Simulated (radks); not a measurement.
Question: These are the eigenvalues of the occupied orbitals of an atom or ion with whole-number occupations (Ry). Calculated with a radial shooting solver on a logarithmic mesh with Libxc functionals: Dirac Kohn-Sham, XLYP, spin-unpolarised, spherical densities, finite nucleus; Fermi nuclear charge, rms radius of each element as measured or else 0.836 A^(1/3) + 0.57 fm.

| orbital | eigenvalue |
|---|---|
| 1s1/2 | -5925.628 |
| 2s1/2 | -1044.753 |
| 2p1/2 | -1002.205 |
| 2p3/2 | -867.2478 |
| 3s1/2 | -246.5502 |
| 3p1/2 | -227.3409 |
| 3p3/2 | -197.5619 |
| 3d3/2 | -165.5388 |
| 3d5/2 | -159.1377 |
| 4s1/2 | -53.48926 |
| 4p1/2 | -45.28320 |
| 4p3/2 | -38.13992 |
| 4d3/2 | -24.68352 |
| 4d5/2 | -23.35331 |
| 5s1/2 | -7.94174 |
| 4f5/2 | -6.09767 |
| 4f7/2 | -5.81750 |
| 5p1/2 | -5.27822 |
| 5p3/2 | -4.06309 |
| 5d3/2 | -0.57003 |
| 5d5/2 | -0.45795 |
| 6s1/2 | -0.42740 |

Which element is it, and in what charge state? The configuration may be excited. Open shells, if any, are shared by 2j + 1.

Answer: Z = 79, gold, charge 0: Au in [Xe] 4f14 5d10 6s1. The list shows which subshells hold electrons but not how many an open one holds; the 1s level, -2962.8 hartree, gives Z - s = 77.0 by -(Z - s)^2/2, which with screening and relativity narrows Z to a few neighbours, and the depths of the outer levels then fix element, charge and occupations together.
